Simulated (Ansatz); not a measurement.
Basis sets compared for Ge(OH)2H2 (GeO2H4). Total charge 0; singlet. Geometry r2SCAN-D4/def2-TZVP. Ansatz on 4 threads of Arm Neoverse V1 on a shared host; times are rough, and most runs start from earlier orbitals.

Cartesian coordinates in Å:
```
Ge 0.057 -0.188 0.454
O 1.236 -0.238 -0.879
H 0.967 -0.836 -1.583
O -0.863 1.328 0.379
H -1.346 1.427 -0.449
H 0.830 -0.090 1.763
H -0.881 -1.403 0.314
```

The 6-31G sets use Cartesian d functions.

Binding counts from free atoms (Ge triplet, O triplet, H doublet) in the same basis, without a counterpoise term.

```json
{"level": "HF/6-31G", "functions": "55", "energy (Eh)": "-2227.0442", "HOMO (eV)": "-12.63", "LUMO (eV)": "3.45", "binding per atom (eV)": "1.95", "wall time": "0.25 s"}
{"level": "HF/def2-TZVP", "functions": "134", "energy (Eh)": "-2227.5361", "HOMO (eV)": "-12.59", "LUMO (eV)": "3.22", "binding per atom (eV)": "2.27", "wall time": "0.55 s"}
{"level": "PBE-D4/def2-SVP", "functions": "80", "energy (Eh)": "-2229.0307", "HOMO (eV)": "-6.67", "LUMO (eV)": "-0.07", "binding per atom (eV)": "3.37", "wall time": "0.55 s"}
{"level": "PBE-D4/def2-TZVP", "functions": "134", "energy (Eh)": "-2229.4902", "HOMO (eV)": "-6.98", "LUMO (eV)": "-0.56", "binding per atom (eV)": "3.38", "wall time": "0.85 s"}
{"level": "r2SCAN-D4/def2-TZVP", "functions": "134", "energy (Eh)": "-2229.8847", "HOMO (eV)": "-7.37", "LUMO (eV)": "-0.03", "binding per atom (eV)": "3.36", "wall time": "1.9 s"}
{"level": "PBE0-D4/def2-SVP", "functions": "80", "energy (Eh)": "-2229.0875", "HOMO (eV)": "-8.42", "LUMO (eV)": "0.88", "binding per atom (eV)": "3.27", "wall time": "0.75 s"}
{"level": "PBE0-D4/def2-TZVP", "functions": "134", "energy (Eh)": "-2229.5443", "HOMO (eV)": "-8.65", "LUMO (eV)": "0.33", "binding per atom (eV)": "3.30", "wall time": "1.1 s"}
```

Estimate the rows for PBE-D4/def2-TZVPD, r2SCAN-D4/def2-TZVPD, PBE0-D4/def2-TZVPD.


```csv
level,functions,energy (Eh),HOMO (eV),LUMO (eV),binding per atom (eV),wall time
PBE-D4/def2-TZVPD,170,-2229.4947,-7.10,-1.02,3.39,1.4 s
r2SCAN-D4/def2-TZVPD,170,-2229.8882,-7.45,-0.45,3.37,2.6 s
PBE0-D4/def2-TZVPD,170,-2229.5481,-8.72,-0.28,3.30,1.7 s
```
